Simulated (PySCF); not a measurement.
**Relaxation of triplet ZrBr₂**

Level of theory: UPBE/[Zr def2-TZVP with ECP28, Br def2-TZVP], scalar-relativistic core potentials, density fitting, no spin–orbit coupling, PySCF. A (50,194) grid was used.

A hand-made linear start, of D∞h symmetry, held to at least that symmetry:

```xyz
3
charge 0 multiplicity 3, angstrom
Zr    0.0000    0.0000    0.0000
Br    0.0000    0.0000    2.6800
Br    0.0000    0.0000   -2.6800
```

What does it relax to?

It ends at D∞h with Zr–Br 2.517 Å (×2); Br–Zr–Br 180.0° (after a last refinement on a finer grid). A frequency run shows 2 imaginary modes (one degenerate set), down to 31i cm⁻¹, so it is a higher-order saddle point. Other isomers or separated fragments may lie lower.

How much energy is released, and in how many steps?

26.0 kJ/mol in 4 steps.

Other spin states or occupations of the open shell can lie lower.
